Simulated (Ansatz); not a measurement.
`C[O][Sc]([O]C)[O]C` at its PBE0-D4/def2-TZVP geometry, where that method's forces vanish. Total charge 0; spin multiplicity 1.

```xyz
16

C    -1.8512   -1.5976    2.1516
O    -1.0663   -0.9317    1.2280
Sc    0.0062   -0.0184   -0.0041
O     1.8082    0.3067    0.3828
C     3.1419    0.5643    0.6427
O    -0.7291    0.5898   -1.6138
C    -1.2932    1.0410   -2.7932
H    -1.4823   -1.4433    3.1739
H    -2.8920   -1.2510    2.1136
H    -1.8550   -2.6784    1.9603
H     3.7159   -0.3675    0.7259
H     3.2631    1.1115    1.5865
H     3.5961    1.1668   -0.1547
H    -2.3836    1.1325   -2.7051
H    -0.8948    2.0244   -3.0741
H    -1.0838    0.3508   -3.6205
```

What forces (eV/Å) does B3LYP-D4/def2-TZVPP give on these atoms in the Gaussian-basis code of Ansatz? (Estimate.)

The calculation gave: 
```
C1  -0.219 -0.187  0.257
O2   0.032  0.025 -0.043
Sc3  0.002 -0.004 -0.001
O4  -0.058 -0.015 -0.006
C5   0.371  0.070  0.074
O6   0.028 -0.020  0.047
C7  -0.157  0.125 -0.329
H8  -0.020 -0.009 -0.041
H9   0.043 -0.018  0.006
H10 -0.002  0.048  0.011
H11 -0.021  0.043 -0.003
H12  0.000 -0.023 -0.042
H13 -0.013 -0.025  0.036
H14  0.046 -0.001 -0.009
H15 -0.021 -0.043  0.008
H16 -0.011  0.033  0.034
```

B3LYP here is the variant with VWN-RPA as its local correlation; programs differ in this.
